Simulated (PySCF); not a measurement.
This PySCF input asks for the NMR shieldings of `C/N=C\[C@@]1([AlH2-][NH3+])CC[C@H]1F`, C6H14AlFN2; the geometry comes from GFN2-xTB.

```python
import basis_set_exchange as bse
import numpy as np
from pyscf import gto, dft
from pyscf.prop import nmr

atoms = """
C     0.219828    2.339971    0.571830
N     0.816826    1.419500    1.496477
C     0.551168    0.180191    1.399743
C    -0.232919   -0.512708    0.368700
Al    0.570162   -0.383546   -1.523821
N     2.384189    0.510956   -1.112199
C    -0.649468   -1.969565    0.662873
C    -2.054749   -1.637775    0.147368
C    -1.717624   -0.149287    0.175470
F    -2.300704    0.493306    1.251096
H     0.851082    3.228608    0.516860
H     0.086560    1.906933   -0.439467
H    -0.762211    2.643228    0.939758
H     1.040322   -0.450889    2.140375
H    -0.117246    0.607574   -2.513014
H     1.049976   -1.762708   -2.057457
H     2.329421    0.948481   -0.187006
H     3.123426   -0.188897   -1.079832
H     2.660259    1.227166   -1.781100
H    -0.632104   -2.227955    1.722040
H    -0.116888   -2.738077    0.094237
H    -2.886235   -1.922250    0.789332
H    -2.232825   -1.992063   -0.867948
H    -1.991981    0.449572   -0.706761
"""
names = dict.fromkeys(["C", "N", "Al", "F", "H"], "pcSseg-1")
basis = {el: gto.basis.parse(bse.get_basis(n, elements=[el], fmt="nwchem")) for el, n in names.items()}
mol = gto.M(atom=atoms, basis=basis, charge=0, verbose=0)
mf = dft.RKS(mol, xc="PBE0")
mf.grids.level = 2
mf.grids.alignment = dft.numint.BLKSIZE   # the property module wants whole blocks of grid points
mf.conv_tol = 1e-9
mf.kernel()

calc = nmr.RKS(mf)   # GIAO
C = mf.mo_coeff
Co = C[:, mf.mo_occ > 0]
resp = mf.gen_response(singlet=True, hermi=2)
def vind(x):   # induced exchange potential for any number of trial vectors
    d = np.einsum("pi,xij,qj->xpq", C, 2 * x.reshape(-1, C.shape[1], Co.shape[1]), Co, optimize=True)
    return np.einsum("xpq,pi,qj->xij", resp(d - d.transpose(0, 2, 1)), C, Co, optimize=True).ravel()
mo1, _ = nmr.rhf.solve_mo1(calc, with_cphf=vind)
sigma = calc.kernel(mo1)
for i, s in enumerate(sigma):   # ppm
    print("%2d %-2s %9.2f" % (i, mol.atom_pure_symbol(i), np.trace(s) / 3))
```

Question: What are the results?

Answer: 
```
 0 C     142.16
 1 N     -76.51
 2 C       4.18
 3 C     139.18
 4 Al    413.38
 5 N     241.47
 6 C     157.77
 7 C     157.85
 8 C      86.73
 9 F     358.03
10 H      28.10
11 H      28.43
12 H      28.03
13 H      23.87
14 H      27.32
15 H      27.75
16 H      28.79
17 H      29.85
18 H      29.78
19 H      28.87
20 H      29.06
21 H      29.41
22 H      29.36
23 H      26.11
```

These numbers come from an equivalent density-fitted implementation of the same equations, which agrees with the script to about 0.01 ppm for H and up to a few tenths of a ppm for heavy atoms, so last digits may differ.

Size and cost of the density-fitted run: 247 basis functions, 53 s wall time on 1 thread of an Arm Neoverse V2, shared host; peak memory 1.1 GiB.
